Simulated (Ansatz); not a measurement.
The molecule NaSi-, multiplicity 5 (an upper state: multiplicity 3 came lower at CCSD(T)/def2-TZVPP on PBE0 minima).

Seven points along R, fitted to fifth degree in 1/R; most abundant isotopes. In def2 and cc sets the state is the lowest found near the PBE0 minimum, followed along R.

Run with Ansatz (Gaussian basis) for Hartree–Fock, density functionals and correlated methods. Each number belongs to the level named beside it.

```tsv
level	r_e (Å)	ω_e (cm⁻¹)	α_e (cm⁻¹)	B_e (cm⁻¹)
PBE/def2-TZVPP	2.958	170	0.0019	0.153
PBE0/def2-TZVPP	2.943	176	0.0019	0.154
wB97X-V/def2-TZVPP	2.934	181	0.0018	0.155
CCSD/def2-TZVPP	2.953	177	0.0017	0.153
CCSD(T)/def2-TZVPP	2.947	179	0.0016	0.154
```

Correlated levels freeze the inner cores; with def2 sets outer-core shells near the valence are correlated too.

Ansatz is an electronic-structure program.
